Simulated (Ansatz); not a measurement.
`[NH3+][In-]([OH])([OH])[OH]` → 6 H• + In• + N• + 3 O•  (atomization)

Program: Ansatz. Geometries: PBE0-D4/def2-TZVP. ΔE: electronic, gas phase. CCSD(T)/CBS is the MP2 limit (def2-TZVPP, def2-QZVPP) plus CCSD(T) − MP2 in def2-TZVPP, frozen cores. This one scheme is used for every species, atoms too. DFT in def2-TZVPP. Open shells (•) are unrestricted, without spin–orbit coupling. Spin–orbit coupling would lower the free atoms: a little for O; strongly for In. Elements past krypton have def2 core potentials. For In outer-core shells are correlated without core-valence functions, so the limit isn't a true one: a few kJ/mol of doubt a bond, and 10 to 20 or more in all where bonds break to atoms. One conformer a species, not always the lowest.

`[NH3+][In-]([OH])([OH])[OH]`:

Cartesian coordinates in Å:
```
N 1.145 -1.106 -0.285
In -0.485 0.468 0.120
O 0.670 2.069 -0.211
O -0.850 -0.085 2.009
O -1.736 -0.135 -1.322
H 1.301 -1.663 0.547
H 2.012 -0.648 -0.543
H 0.857 -1.717 -1.042
H 0.744 2.631 0.562
H -1.758 -0.366 2.137
H -1.900 0.551 -1.972
```

```
   level  ΔE (eV)
BHLYP-D4    35.64
     PBE    38.15
```

(1) What does CCSD(T)/CBS give? (Estimate.)

Largest T1 diagnostic among the species: 0.015.

## Answers

(1) Computed: +38.28 eV. The listed levels differ from it by -2.64, -0.13 eV.

At CCSD(T), def2-SVP lies −3.65 eV from the extrapolated value and def2-TZVPP −1.50 eV: correlation converges slowly with the basis, and small sets miss more of it in the bonded molecule than in its fragments. Leaving LDA and LC-ωPBE aside and taking each functional with its dispersion term where it has one, the values, not all of them listed here, spread over 2.70 eV, from BHLYP-D4 to PBE-D4. LDA lies +5.84 eV from PBE without D4, its usual overbinding. In def2-TZVPP, CCSD(T) changes the Hartree–Fock value by +12.52 eV (the triples alone add +0.74 eV) and MP2 by +13.39 eV; breaking electron pairs costs correlation energy, which Hartree–Fock lacks.

For atomizations the MP2-based limit and the directly extrapolated one differ by several kJ/mol either way, and by 10 to 25 for some Ge, Se and Sn compounds, so smaller differences from it don't rank the levels.
